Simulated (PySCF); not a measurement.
Species: C₄H₁₂OSi.
SMILES: `C(CC)[SiH2]OC`

Torsions of this conformer, `[CH3:1][CH2:2][CH2:3][SiH2:4][O:5][CH3:6]`: C1–C2–C3–Si4 -178°, C2–C3–Si4–O5 59°, C3–Si4–O5–C6 -177°.

The closed-shell ground state was solved at several levels (PySCF, density fitting, gas phase, non-relativistic). One conformer (not necessarily the lowest) at the PBE0-D3(BJ)/def2-SVP geometry, without solvent, vibrations or thermal averaging.

```
              level  basis functions  HOMO (eV)  LUMO (eV)  gap (eV)  dipole (D)
      BP86/pcSseg-1              169      -6.47       0.04      6.51        0.32
 PBE0/6-311+G(2d,p)              242      -7.92       0.26      8.18        0.25
      PBE0/pcSseg-0               82      -7.65       1.22      8.87        0.80
      PBE0/def2-SVP              148      -7.80       1.25      9.05        0.32
   LC-wPBE/pcSseg-1              169     -10.66       3.20     13.86        0.51
 BHandHLYP/pcSseg-1              169      -9.37       1.82     11.19        0.52
      OPBE/pcSseg-1              169      -6.33       0.36      6.69        0.28
       KT2/pcSseg-1              169      -6.48      -0.11      6.37        0.31
      BLYP/pcSseg-1              169      -6.26       0.21      6.47        0.34
CAM-B3LYP/def2-SVPD              223      -9.38       1.34     10.72        0.34
       LDA/pcSseg-1              169      -6.44      -0.23      6.21        0.35
```

Question: What might PBE0/aug-cc-pVDZ (250 basis functions) give for the same quantities?

Answer: HOMO -7.86 eV, LUMO 0.02 eV, gap 7.88 eV, dipole 0.19 D.

Question: Over all these levels, which gives the widest orbital gap and which the narrowest?

Answer: LC-wPBE/pcSseg-1 (range-separated hybrid) has the widest, 13.86 eV, and LDA/pcSseg-1 (LDA) the narrowest, 6.21 eV. The two share the basis. From the narrowest to the widest the HOMO moves by -4.22 eV and the LUMO by +3.43 eV.

Question: How much does the basis alone move the frontier levels among the 4 PBE0 rows (the withheld one included)?

Answer: The HOMO by 0.27 eV and the LUMO by 1.23 eV. By rising basis size (HOMO, LUMO in eV): pcSseg-0 -7.65, 1.22; def2-SVP -7.80, 1.25; 6-311+G(2d,p) -7.92, 0.26; aug-cc-pVDZ -7.86, 0.02.

Question: How far do the dipole and the HOMO energy spread over the levels?

Answer: The dipole runs from 0.19 to 0.80 D (mean 0.38 D) and the HOMO from -10.66 to -6.26 eV.
